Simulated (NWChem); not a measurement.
PbHSBr, singlet; SMILES [SH][Pb][Br]

```xyz
4

Pb     0.4926    -0.5335     0.0000
Br    -0.2482     2.0135     0.0000
S     -1.8927    -1.4964     0.0000
H     -1.4256    -2.7800     0.0000
```
Atoms are numbered in this order, from 1.

Program: NWChem. Low-valent species are run as closed-shell singlets; no triplet was tried in these runs. All runs use the structure optimised with PBE-D3(BJ)/def2-SVP. def2 effective core potentials on Pb; no spin-orbit coupling. Vertical excitations in the gas phase; the lowest state need not have the same character in each row.

For level PBE0/def2-SVP, full TDDFT:

```yaml
lowest excitation, singlet (eV): 3.21
lowest state with f > 0.02, singlet (eV): 3.65
orbital gap (eV): 4.40
```

Q: Estimate the same quantities for level PBE/def2-SVP, full TDDFT.

A: The lowest excitation, singlet (eV) is 2.86 and the lowest state with f > 0.02, singlet (eV) is 3.32. The orbital gap (eV) is 2.72.
